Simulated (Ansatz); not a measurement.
Ansatz (a first-principles code) input (B3LYP-D3(BJ)/def2-TZVP):

Ansatz 0.2 input:
```yaml
crystal:
  periodic: [false, false, false]
  atoms:
    - {symbol: In, position_ang: [-0.78673806, -0.76584380, -0.76469967]}
    - {symbol: Cl, position_ang: [0.83326754, 0.72488407, 0.75820068]}
basis:
  gaussian:
    orbitals: def2-TZVP
hamiltonian:
  xc: b3lyp
  dispersion: d3bj
total_charge: -1
magnetization: {spin_polarized: true, initial_magnetization: 1}
relax: {f_tol: 0.002, max_steps: 150}
```

End of the output:

```
mean field -17701.81505678 eV, -650.5297046153 hartree, gradient 1.0e-5 eV, S^2 0.752022; 0 other end points of the search recorded, 0 dependent functions left out
the calculation of the forces begins
reference -17701.81524065 eV, -650.5297113725 hartree; 20, 19 occupied and 67, 68 virtual orbitals, 728 factors
relax step   4: F+E_penalty+E_count = -17701.89801380 eV  Δ(F+E_penalty+E_count) = -1.543e-5 eV  max|allowed force component| = 7.520e-5 eV/Å  Δτ_max = 0.0013 Å  (35 SCF iters, accepted)
integrals: 0.02 GiB planned
728 factors; their error is unknown
mean field: 0.32 GiB planned
mean field evaluation 64: about -17701.8151 eV, gradient 1.8e-3 eV
mean field -17701.81505678 eV, -650.5297046153 hartree, gradient 1.0e-5 eV, S^2 0.752022; 2 other end points of the search recorded, 0 dependent functions left out
the calculation of the forces begins
reference -17701.81524065 eV, -650.5297113725 hartree; 20, 19 occupied and 67, 68 virtual orbitals, 728 factors
Total energy: -17701.89819767 eV, -650.5327599870 hartree
Atom 0 at    -0.771077    -0.751433    -0.749978 Å, force    -0.000075    -0.000069    -0.000071 eV/Å
Atom 1 at     0.817607     0.710473     0.743479 Å, force     0.000075     0.000069     0.000071 eV/Å
Dipole moment:    -0.317422    -0.292092    -0.298395 e Å
```
